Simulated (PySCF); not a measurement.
Calculation: M06-2X/def2-TZVP // B3LYP-D3(BJ)/def2-SVP in PySCF. Gas-phase values, no solvent. One relaxed conformer stands for a flexible species; it need not be the lowest. Delta-SCF ions had no search for a lower state. Excitations are Tamm–Dancoff values on a coarser integration grid. The basis has no diffuse functions, so Rydberg states are missing or too high.

Reference species (SMILES): `[SiH3][In]([SiH3])[SiH3]` (neutral, multiplicity 1).

```yaml
brightest of the four lowest singlets (TDA): 5.78 eV
HOMO: -7.80 eV
vertical ionisation energy (Delta-SCF): 8.65 eV
HOMO–LUMO gap: 5.85 eV
```

Changed species: `C[N](C)[In]([SiH3])[SiH3]` (C–N–In–Si torsion 1°) (1 of 3 SiH3 replaced by N(CH3)2; the reference has 0 of 3 SiH3 replaced by N(CH3)2).

Question: Give the shifts of the brightest of the four lowest singlets (TDA), HOMO, vertical ionisation energy (Delta-SCF) and HOMO–LUMO gap.

Answer: the brightest of the four lowest singlets (TDA) falls by 1.76 eV, to 4.02 eV; the HOMO goes up by 0.66 eV, to -7.14 eV; the vertical ionisation energy (Delta-SCF) falls by 1.01 eV, to 7.64 eV; the HOMO–LUMO gap increases by 0.07 eV, to 5.92 eV.
